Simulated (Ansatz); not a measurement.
`B[Si](C)(O)F` + `OC([SiH3])[SiH3]` → `BOC([SiH3])[SiH3]` + `C[SiH](O)F`  (cleavage of the B–Si bond)

Gas-phase electronic energies from Ansatz, PBE0-D4/def2-TZVP geometries. CBS: MP2 limit from def2 TZ/QZ plus the TZ coupled-cluster correction, frozen cores. DFT in def2-TZVPP. Each species was taken in one conformer, which may not be the lowest.

```
             level  ΔE (kJ/mol)  difference from CCSD(T)/CBS
            PBE-D4       -179.8                          5.0
        r2SCANh-D4       -186.2                         -1.4
      CAM-B3LYP-D4       -193.1                         -8.3
           r2SCANh       -185.9                         -1.1
           r2SCAN0       -185.2                         -0.4
           LC-ωPBE       -179.2                          5.6
      MP2/def2-SVP       -211.2                        -26.4
  CCSD(T)/def2-SVP       -206.0                        -21.2
     HF/def2-TZVPP       -187.5                         -2.7
CCSD(T)/def2-TZVPP       -187.0                         -2.2
       CCSD(T)/CBS       -184.8                            0
```

Largest T1 diagnostic among the species: 0.014.

At CCSD(T), def2-SVP lies −21.3 kJ/mol from the extrapolated value and def2-TZVPP −2.2 kJ/mol. Leaving LDA and LC-ωPBE aside and taking each functional with its dispersion term where it has one, the values, not all of them listed here, spread over 16.5 kJ/mol, from CAM-B3LYP-D4 to revPBE-D4. LDA lies −12.8 kJ/mol from PBE without D4.

CCSD(T)/CBS has its own doubt, a few kJ/mol and more with outer-core shells, so smaller differences from it don't rank the levels.
